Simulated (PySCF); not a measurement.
SnOBr₂, SMILES [Sn]([Br])(=[O])[Br].

Coordinates come from a B3LYP-D3(BJ)/def2-SVP optimisation. The def2 effective core potentials stand for the cores of Sn; spin–orbit coupling is left out.

Two levels are set side by side: TDA-PBE/def2-SVPD (PySCF) and TDA-CAM-B3LYP/def2-SVPD (PySCF). Vertical, same geometry. The lowest singlet is HOMO→LUMO 98 % with PBE and HOMO→LUMO 95 % with the other functional; states are paired by order. Differences are taken from unrounded values.

```json
[
 {"quantity": "lowest singlet excitation (eV)", "TDA-CAM-B3LYP": "2.96"},
 {"quantity": "lowest triplet excitation (TDA) (eV)", "TDA-CAM-B3LYP": "2.28"}
]
```

What does TDA-PBE give, and how far is it from TDA-CAM-B3LYP? (The exact figures need the calculation; the answer reports its results.)


```
quantity                              TDA-PBE  TDA-PBE minus TDA-CAM-B3LYP
------------------------------------  -------  ---------------------------
lowest singlet excitation (eV)           2.38                        -0.58
lowest triplet excitation (TDA) (eV)     1.81                        -0.48
```

Functionals without exact exchange tend to place singlet excitations lower, as here. Differences between two approximate levels are no errors against the true value.

Rough cost on one machine, each run with all the roots and properties that it gave: TDA-CAM-B3LYP against TDA-PBE about 3 times.
